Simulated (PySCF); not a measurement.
**Dipole moment and polarisability of `C=C(F)CNC(C)=O`**

Species: C₅H₈FNO.
Cartesian coordinates in Å at the GFN2-xTB level; atoms count from 1:
```xyz
16
C5H8FNO angstrom
C      2.5168   -0.5965   -0.7988
C      1.7943    0.4799   -0.5639
F      1.7855    1.4978   -1.4640
C      0.8891    0.7433    0.6037
N     -0.5007    0.5543    0.2409
C     -1.2025   -0.5385    0.6345
C     -2.6026   -0.5909    0.0628
O     -0.7455   -1.3690    1.3873
H      2.5204   -1.4110   -0.1005
H      3.1135   -0.6883   -1.6889
H      1.0354    1.7695    0.9569
H      1.1033    0.0344    1.4056
H     -0.8866    1.1753   -0.4528
H     -3.1405    0.3256    0.2935
H     -3.1318   -1.4371    0.4900
H     -2.5557   -0.7084   -1.0179
```

Level: PBE0/def2-SVPD (PySCF), static field, nuclei fixed, core orbitals frozen in the response. The polarisability tensor in these axes (au):

```
x   83.01 -0.96 -4.46
y   -0.96 72.33 -4.31
z   -4.46 -4.31 62.79
```

Question: What are the eigenvalues, a third of the trace, and Δα (Δα² = ½Σ(αi − αj)² over the three pairs)?

Answer: Principal values 60.24, 73.94 and 83.96 au; mean 72.71 au = 10.77 Å³ = 11.99 × 10⁻⁴⁰ C²·m²/J; Δα = 20.62 au (28 % of the mean).

Question: What is the dipole moment, and where does it point?

Answer: (-0.88, 1.70, -1.28) D, 2.30 D in size, pointing from the negative to the positive side. Measured along this direction, the outermost atoms are H9 at the negative end and H13 at the positive end.

Question: What molar refraction does this α imply?

Answer: Lorentz–Lorenz: R = (4π/3)N_A α = 2.5225 cm³/(mol·Å³) × 10.77 Å³ = 27.2 cm³/mol, in the limit of long wavelengths.

Question: Refractivity n − 1 of an ideal gas of it at 400 K and 1 atm, from the electronic α?

Answer: N = p/kT = 1.8347 × 10¹⁹ cm⁻³, so n − 1 = 2π × N × 10.77 × 10⁻²⁴ cm³ = 1242 × 10⁻⁶ at long wavelengths.

Question: Directions of the eigenvectors, and the extent of the frame along each?

Answer: Largest value along (0.98, 0.00, -0.21), where the nuclei span 6.56 Å; middle along (-0.07, 0.94, -0.34), 3.48 Å; least along (0.19, 0.34, 0.92), 3.36 Å. 

Question: Sum over states: ᾱ = Σ f/ω², ω in Eh. What share falls to these 6 lowest TDDFT singlets (eV, f)? 5.79, 0.0004; 6.41, 0.0372; 6.71, 0.0713; 6.87, 0.0005; 6.96, 0.0133; 7.07, 0.0980.

Answer: They add up to 3.52 au, 4.8 % of the 72.71 au; the largest single term is 1.45 au, from the state at 7.07 eV. Terms in order: 0.01, 0.67, 1.17, 0.01, 0.20, 1.45 au. Higher excitations give the rest. The strengths listed sum to 0.221.

One conformer (not necessarily the lowest) at the GFN2-xTB geometry, without solvent, vibrations or thermal averaging.

The run behind these numbers computed excited states as well. The run took 44 s on one thread, Intel Xeon Platinum 8488C (x86_64), shared host with 192 logical CPUs at a one-minute load of 90, and the process peaked at 0.94 GiB of memory.
